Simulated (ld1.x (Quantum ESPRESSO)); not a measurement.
**Ag (Z = 47): one change to a TM semilocal potential, before and after**

| Property | Result |
| --- | --- |
| Element | silver |
| Generator | ld1.x (Quantum ESPRESSO) 7.5 |
| Type | norm-conserving Troullier–Martins (semilocal form) |
| Functional | revPBE |
| Relativity | scalar-relativistic |
| Frozen core | [Ar] 3d10 |
| Valence charge | 19 |
| Reference configuration | 4s2 4p6 4d10 5s0.5 5p0.5 |
| Partial waves | 4s (bound): rc 1.05 bohr; 4d (bound): rc 2.00 bohr; 4p (bound): rc 1.40 bohr |
| Local potential | the p channel |
| Core correction | none |

Occupied shells without a wave of their own: 5p, 5s. They enter only through the test configuration that unscreens the potential.

Change: functional BP86.

Cutoffs: the cutoffs (Ry, on a coarse ladder) from which the occupation-weighted sum of valence levels, in a spherical-Bessel basis at the reference potential, stays within 10 and 1 mRy of its value at 400 Ry; they do not see the model core or the augmentation charge, which bear on the density cutoff. Errors are all-electron minus pseudo energies relative to the spin-unpolarised reference configuration.

**Question.** Predict the effect on cutoff, ghosts and configuration errors.

**Answer.** The potential gets neither clearly harder nor softer (140 Ry and 230 Ry → 140 Ry and 230 Ry); the s channel sets the loose cutoff, while the largest relative change is in p, which becomes softer; the errors of the 7 common tests hardly move; neither file shows a bound ghost. A semilocal file is local in each channel, so a ghost entry of none says nothing of the separable form that plane-wave codes build from it.

| quantity | base | changed |
| --- | --- | --- |
| cutoff, loose | 140 Ry | 140 Ry |
| cutoff, tight | 230 Ry | 230 Ry |
| loose cutoff by channel (10 mRy a level) | s 120 Ry, d 45 Ry, p 45 Ry | s 120 Ry, d 45 Ry, p 35 Ry |
| bound ghosts | none | none |
| largest miss of a reference level, eV | 0.14 | 0.14 |
| error for 4s2 4p6 4d10 5s1 5p0, meV [ΔE -1.85 → -1.93 eV] | +49 | +47 |
| error for 4s2 4p6 4d10 5s0 5p0, meV [ΔE 5.77 → 5.97 eV] | -136 | -138 |
| error for 4s2 4p6 4d9 5s0 5p0, meV [ΔE 27.79 → 28.19 eV] | -256 | -252 |
| error for 4s2 4p6 4d7 5s0 5p0, meV [ΔE 115.55 → 116.26 eV] | -537 | -514 |
| error for 4s2 4p6 4d8 5s0 5p0, meV [ΔE 63.90 → 64.47 eV] | -405 | -393 |
| error for 4s2 4p5 4d10 5s1 5p0, meV [ΔE 63.33 → 63.45 eV] | -90 | -89 |
| error for 4s2 4p6 4d10 5s0.5 5p0, meV [ΔE 1.10 → 1.18 eV] | -32 | -33 |
| s: phases at 2.21 bohr within 0.05 rad from the reference energy up to (Ry; the scan ends near 5) | -0.4 | -0.4 |
| p: phases at 2.21 bohr within 0.05 rad from the reference energy up to (Ry; the scan ends near 5) | 0.4 | 0.4 |
| d: phases at 2.21 bohr within 0.05 rad from the reference energy up to (Ry; the scan ends near 5) | 2.2 | 2.2 |

Base: The 5p, 5s levels have no wave, so the channel is fitted at the deeper level alone: the likely source of the large errors. Changed file: The 5p, 5s levels have no wave, so the channel is fitted at the deeper level alone: the likely source of the large errors.
